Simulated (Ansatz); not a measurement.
Coupled-cluster diagnostics for the cluster Ti₂S (the lowest singlet isomer of a short search), Ansatz.

Geometry of the singlet (PBE-D4/def2-TZVP):

Cartesian coordinates in Å:
```
Ti -1.018 -0.206 0.687
Ti -0.178 -0.073 -1.230
S 1.196 0.279 0.544
```

Correlated methods freeze 15 core orbitals; core or outer-core shells of Ti are correlated, in sets that lack core-valence functions. At PBE0-D4/def2-TZVP a quintet of charge 0 lies 0.29 eV below the restricted singlet, each at its own geometry. The structure comes from a short search, and lower isomers may exist.

(1) Estimate the CCSD(T) correlation energy, the shares of MP2 and (T), T1 and the reference's ⟨S²⟩ for: charge 0, singlet, own geometry in def2-TZVPP; charge 0, singlet, own geometry in def2-TZVPD; charge 1, doublet, vertical in def2-TZVPP; charge -1, doublet, vertical in def2-TZVPD; and the rough time on 4 threads of Arm Neoverse V2 on a shared host.

## Answers

(1) 
| state | basis | correlation (eV) | MP2 share (%) | (T) share (%) | T1 | ⟨S²⟩ (pure) | wall time | remarks |
| --- | --- | --- | --- | --- | --- | --- | --- | --- |
| charge 0, singlet, own geometry | def2-TZVPP | -31.398 | 103.6 | 7.8 | 0.055 | 0.00 (0.00) | 1.9 min | flagged by the program, large T1, restricted SCF unstable at other levels, stability undecided |
| charge 0, singlet, own geometry | def2-TZVPD | -28.414 | 104.9 | 7.9 | 0.051 | 0.00 (0.00) | 72 s | flagged by the program, large T1, restricted SCF unstable at other levels, stability undecided |
| charge 1, doublet, vertical | def2-TZVPP | -26.121 | 84.8 | 6.9 | 0.099 | 2.53 (0.75) | 83 s | large T1, spin-contaminated |
| charge -1, doublet, vertical | def2-TZVPD | -24.655 | 82.4 | 7.5 | 0.152 | 3.17 (0.75) | 2.7 min | flagged by the program, large T1, spin-contaminated |
Customary marks for T1 are 0.02 (closed shells), 0.045 (open shells) and about 0.05 (3d metals). T1 exceeds 0.02 in 4 of 4 rows and 0.045 in 4; the higher it lies, the less the single-reference result can be trusted.
